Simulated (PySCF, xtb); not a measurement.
C2H8BiN, SMILES C[N](C)[BiH2].

Harmonic wavenumbers (cm⁻¹) from GFN2-xTB (xtb) at its own minimum, in rising order: 107, 204, 225, 247, 268, 306, 482, 587, 602, 826, 982, 1055, 1088, 1135, 1207, 1225, 1414, 1426, 1485, 1493, 1496, 1509, 1726, 1802, 2814, 2836, 2945, 2949, 2998, 3034.

What does PBE-D3(BJ)/def2-SVP (PySCF) give at its own minimum? (An estimate is asked for; the answer gives what the named calculation found.)

128, 183, 224, 264, 275, 299, 482, 542, 571, 743, 948, 1038, 1070, 1109, 1194, 1200, 1370, 1387, 1394, 1409, 1420, 1437, 1651, 1738, 2836, 2843, 2934, 2939, 3019, 3041. Paired by order, the mean absolute difference is 33 cm⁻¹ and the zero-point energies are 57.9 and 56.7 kcal/mol.
